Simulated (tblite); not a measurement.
C₄H₈FS₂ (doublet state).
Atom-mapped SMILES: `[CH3:1][S:2][CH2:3][C:4]([SH:5])[CH2:6][F:7]` (hydrogens: H8, H9, H10 on C1; H11, H12 on C3; H13 on S5; H14, H15 on C6)

Structure used (GFN2-xTB), in Å, numbered top down from 1:
```xyz
15
C4H8FS2 angstrom
C      2.2638    0.3210    0.6892
S      1.5748    0.5241   -0.9735
C      0.2408   -0.8162   -0.9194
C     -0.8910   -0.4439   -0.0900
S     -0.9232   -0.9746    1.5684
C     -1.7627    0.6945   -0.4899
F     -3.0708    0.4912   -0.0924
H      2.6642   -0.6833    0.7958
H      1.4949    0.5081    1.4329
H      3.0590    1.0522    0.7871
H      0.7399   -1.7167   -0.5690
H     -0.0294   -0.9114   -1.9699
H     -2.1354   -0.4902    1.8366
H     -1.4606    1.6482   -0.0285
H     -1.7688    0.8051   -1.5787
```

The geometry is computed with GFN2-xTB (gas phase). This method treats the open shell by occupation alone, without spin polarisation.

Masses are those of the commonest isotopes; rigid-rotor values at the optimised geometry. The values belong to one conformer with, in the numbering `[CH3:1][S:2][CH2:3][C:4]([SH:5])[CH2:6][F:7]`, C1–S2–C3–C4 73°, S2–C3–C4–S5 -95°, C3–C4–S5–H -176°, C3–C4–C6–F7 148°.

Question: What are A, B and C (cm⁻¹)?

Answer: Ia = 197.74, Ib = 466.35, Ic = 586.26 u·Å²; 505379 MHz·u·Å²/I gives 2556, 1084 and 862.0 MHz, that is A = 0.08525, B = 0.03615, C = 0.02875 cm⁻¹.

Question: Classify the top.

Answer: An asymmetric top: κ = (2 × 1084 − 2556 − 862.0)/(2556 − 862.0) = -0.74.

Question: What does the inertial defect say?

Answer: Not planar: Δ = Ic − Ia − Ib = -77.83 u·Å². For a rigid frame Δ = −2 Σ m c², so Σ m c² = 38.91 u·Å² lies off the ab plane: 11.76 from hydrogen and 27.15 from heavier atoms. The atom farthest from that plane is 1.74 Å away.

Question: Give the other two planar moments, Paa and Pbb, and the rms extents of the mass along the axes.

Answer: Paa = Σ m a² = (Ib + Ic − Ia)/2 = 427.43 and Pbb = Σ m b² = (Ia + Ic − Ib)/2 = 158.82 u·Å². With the mass M = 139.01 u, the rms extents √(P/M) along a, b and c are 1.75, 1.07, 0.53 Å.

Question: Where do the levels up to J = 5 lie, in MHz?

Answer: Above 0(0,0):
J = 1: 1(0,1) 1946, 1(1,1) 3418, 1(1,0) 3639
J = 2: 2(0,2) 5814, 2(1,2) 7088, 2(1,1) 7753, 2(2,1) 12169, 2(2,0) 12192
J = 3: 3(0,3) 11560, 3(1,3) 12579, 3(1,2) 13907, 3(2,2) 18006, 3(2,1) 18120, 3(3,1) 25934, 3(3,0) 25936
J = 4: 4(0,4) 19125, 4(1,4) 19876, 4(1,3) 22082, 4(2,3) 25771, 4(2,2) 26103, 4(3,2) 33760, 4(3,1) 33770, 4(4,1) 44802, 4(4,0) 44802
J = 5: 5(0,5) 28451, 5(1,5) 28964, 5(1,4) 32247, 5(2,4) 35448, 5(2,3) 36183, 5(3,3) 43553, 5(3,2) 43595, 5(4,2) 54582, 5(4,1) 54583, 5(5,1) 68781, 5(5,0) 68781

For this open shell read J as N, the rotation without spin; fine and hyperfine splittings come on top. Its GFN2-xTB frequencies are all real (lowest 33 cm⁻¹). Constants of a rigid frame at the computed geometry: no zero-point averaging, no centrifugal distortion.

On one thread of an Arm Neoverse N1 (shared host), this took 1.7 s wall. These figures are those of the optimisation.
